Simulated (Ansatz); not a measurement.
Ansatz results at the PBE0-D4/def2-TZVP geometry: ideal-gas entropy at 298 K and 1 bar (rigid rotor, harmonic PBE0-D4/def2-TZVP) 339 J/(mol·K); HOMO–LUMO gap (B3LYP/def2-TZVPP) 5.84 eV; LUMO energy (B3LYP/def2-TZVPP) -1.36 eV.

Each molecule was computed in one conformer, which needn't be the lowest.

(1) Which molecule gave them?
A. `CN[SiH](C)O`
B. `C=C=NC(=N)Cl`
C. `F[SiH]([SiH3])OC=S`
D. `NC[NH][AlH2]`

Results:

(1) B. The others give `NC[NH][AlH2]`: 320, 5.73, -0.94; `F[SiH]([SiH3])OC=S`: 408, 4.47, -2.16; `CN[SiH](C)O`: 370, 7.09, 0.56.

B3LYP here is the variant with VWN-RPA as its local correlation; programs differ in this.
